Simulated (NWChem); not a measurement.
System: C2H6N, doublet; SMILES CC[NH]

The following NWChem deck was run.

```
start job
memory heap 200 mb stack 900 mb global 1100 mb
geometry units angstroms noautosym nocenter noautoz
  C      0.244085    -1.198967     0.000000
  C     -0.486001     0.130558     0.000000
  N      0.407276     1.245931     0.000000
  H     -0.460419    -2.044306     0.000000
  H      0.888548    -1.284592     0.887628
  H      0.888548    -1.284592    -0.887628
  H     -1.172323     0.192910    -0.874011
  H     -1.172323     0.192910     0.874011
  H     -0.178965     2.092785     0.000000
end
basis spherical
  * library 6-31g*
end
dft
  odft
  mult 2
  xc hfexch
  iterations 150
  mulliken
end
task dft energy
esp
  recalculate
  probe 0.07
  range 0.3
  factor 1.0
  spacing 0.02
end
task esp
```

NWChem printed, in part:

```
             Northwest Computational Chemistry Package (NWChem) 7.3.0
             --------------------------------------------------------

                             Geometry "geometry" -> ""
                             -------------------------

 Output coordinates in angstroms (scale by  1.889725989 to convert to a.u.)

  No.       Tag          Charge          X              Y              Z
 ---- ---------------- ---------- -------------- -------------- --------------
    1 C                    6.0000     0.24408500    -1.19896700     0.00000000
    2 C                    6.0000    -0.48600100     0.13055800     0.00000000
    3 N                    7.0000     0.40727600     1.24593100     0.00000000
    4 H                    1.0000    -0.46041900    -2.04430600     0.00000000
    5 H                    1.0000     0.88854800    -1.28459200     0.88762800
    6 H                    1.0000     0.88854800    -1.28459200    -0.88762800
    7 H                    1.0000    -1.17232300     0.19291000    -0.87401100
    8 H                    1.0000    -1.17232300     0.19291000     0.87401100
    9 H                    1.0000    -0.17896500     2.09278500     0.00000000

 Effective nuclear repulsion energy (a.u.)      75.6228238802

  xc_inp: hfexch multiplicative factor not found.

                                 NWChem DFT Module
                                 -----------------

 Summary of "ao basis" -> "ao basis" (spherical)
 ------------------------------------------------------------------------------
       Tag                 Description            Shells   Functions and Types
 ---------------- ------------------------------  ------  ---------------------
 C                           6-31g*                  6       14   3s2p1d
 N                           6-31g*                  6       14   3s2p1d
 H                           6-31g*                  2        2   2s

            General Information
            -------------------
          SCF calculation type: DFT
          Wavefunction type:  spin polarized.
          No. of atoms     :     9
          No. of electrons :    25
           Alpha electrons :    13
            Beta electrons :    12
          Charge           :     0
          Spin multiplicity:     2
          Use of symmetry is: off; symmetry adaption is: off
          Maximum number of iterations: 150
          AO basis - number of functions:    54
                     number of shells:    30
          Convergence on energy requested:  1.00D-06
          Convergence on density requested:  1.00D-05
          Convergence on gradient requested:  5.00D-04

              XC Information
              --------------
                     Hartree-Fock (Exact) Exchange  1.000

      Superposition of Atomic Density Guess
      -------------------------------------

 Sum of atomic energies:        -132.60364178

      Non-variational initial energy
      ------------------------------

 Total energy =    -134.225644
 1-e energy   =    -327.113675
 2-e energy   =     117.265207
 HOMO         =      -0.222162
 LUMO         =       0.145051

     ---------------------------------------------
      Total Density - Mulliken Population Analysis
     ---------------------------------------------

    Atom       Charge   Shell Charges
 -----------   ------   -------------------------------------------------------
    1 C    6     6.69   2.00  0.72  2.05  0.67  1.22  0.03
    2 C    6     6.17   2.00  0.70  1.86  0.59  0.97  0.05
    3 N    7     7.68   2.00  0.87  2.30  0.94  1.55  0.02
    4 H    1     0.77   0.46  0.31
    5 H    1     0.77   0.47  0.31
    6 H    1     0.77   0.47  0.31
    7 H    1     0.75   0.44  0.31
    8 H    1     0.75   0.44  0.31
    9 H    1     0.63   0.43  0.19

     --------------------------------------------
      Spin Density - Mulliken Population Analysis
     --------------------------------------------

[...]

                     NWChem Electrostatic Potential Fit Module
                     -----------------------------------------

 Atom parameters

 Number of atoms is                                    9
 Number of basis functions is                         54

 Grid parameters

 Maximum number of grid points is                  35893
 Number of grid points is                          35892
 Grid range                                     0.300000 nm
 Grid spacing                                   0.020000 nm
 Probe radius                                   0.070000 nm
 Atom radius factor                             1.000000

 Atomic radii

    1    0.100000
    6    0.147000
    7    0.140000
 FASTESP  F
  using M.O. file = ./job.movecs

    Atom              Coordinates                           Charge

                                                  ESP

    1 C     0.024409   -0.119897    0.000000   -0.342385
    2 C    -0.048600    0.013056    0.000000    0.781269
    3 N     0.040728    0.124593    0.000000   -0.683289
    4 H    -0.046042   -0.204431    0.000000    0.035970
    5 H     0.088855   -0.128459    0.088763    0.076416
    6 H     0.088855   -0.128459   -0.088763    0.076256
    7 H    -0.117232    0.019291   -0.087401   -0.128769
    8 H    -0.117232    0.019291    0.087401   -0.129634
    9 H    -0.017897    0.209279    0.000000    0.314167
                                            ------------
                                                0.000000

 Dipole moment                                  0.710073

 Quadrupole moment Qxx                         -2.270306
                   Qyy                          2.778527
                   Qzz                         -0.508222

 RMS deviation kJ/mol                           0.072925

 RRMS %                                        33.185522
```

Level: UHF/6-31G* (spherical d). In the optimisation the excess spin sits in a" (Cs, its own frame). Coordinates come from a PBE0/def2-SVP, spin-unrestricted optimisation. No stability test was run on the SCF state.
